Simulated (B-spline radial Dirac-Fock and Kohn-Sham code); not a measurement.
# Energy-loss ionisation edge N2 of Hg

System: neutral mercury, configuration [Xe] 4f14 5d10 6s2. Level of theory: the first Born approximation with generalised oscillator strengths from a Dirac-Hartree-Slater potential (longitudinal and transverse terms; continuum final states only, so no white lines or fine structure); an atomic code on a B-spline grid. The edge is taken at 680.2 eV (tabulated value).

The run's input, task.json:

```json
{"items": [{
  "Z": 80,
  "q": 0,
  "cfg": [[1, 0, 2], [2, 0, 2], [2, 1, 6], [3, 0, 2], [3, 1, 6], [3, 2, 10], [4, 0, 2], [4, 1, 6], [4, 2, 10], [4, 3, 14], [5, 0, 2], [5, 1, 6], [5, 2, 10], [6, 0, 2]],
  "A": 202,
  "rrms": 5.4648,
  "do": "eels",
  "beams": [[60, 5], [80, 10], [80, 100], [100, 5], [100, 10], [120, 10], [120, 20], [120, 100], [200, 20], [200, 50], [300, 5], [300, 10], [300, 20], [300, 100]],
  "edges": {"N2": 680.2}
}]}
```

Run with: `python xray2_run.py task.json out`

Partial cross sections σ(β, Δ) in barn, integrated over a window Δ above the edge and up to the collection semi-angle β, for parallel illumination:

| E₀ (kV) | β (mrad) | Δ = 25 eV | Δ = 50 eV | Δ = 100 eV | Δ = 200 eV | Δ = 300 eV |
| --- | --- | --- | --- | --- | --- | --- |
| 60 | 5 | 8.54 | 16.8 | 31.3 | 53.7 | 69.8 |
| 80 | 10 | 23.0 | 45.7 | 86.7 | 154 | 206 |
| 80 | 100 | 100 | 199 | 382 | 712 | 1020 |
| 100 | 5 | 11.4 | 22.6 | 42.4 | 73.9 | 97.2 |
| 100 | 10 | 23.5 | 46.7 | 88.9 | 159 | 214 |
| 120 | 10 | 23.6 | 47.1 | 89.7 | 161 | 218 |
| 120 | 20 | 37.6 | 74.1 | 142 | 259 | 356 |
| 120 | 100 | 79.6 | 160 | 309 | 581 | 836 |
| 200 | 20 | 34.7 | 68.1 | 130 | 239 | 332 |
| 200 | 50 | 54.8 | 108 | 206 | 384 | 547 |
| 300 | 5 | 15.9 | 31.7 | 60.8 | 110 | 149 |
| 300 | 10 | 23.7 | 47.2 | 90.6 | 166 | 228 |
| 300 | 20 | 33.7 | 65.9 | 126 | 232 | 324 |
| 300 | 100 | ? | ? | ? | ? | ? |

Question: Give the row for 300 kV and 100 mrad.

Answer: 50.8 b for 25 eV, 103 b for 50 eV, 200 b for 100 eV, 377 b for 200 eV, 544 b for 300 eV.

Values without a named source are computed, but for edge energies of neutral atoms, which are taken from tables.
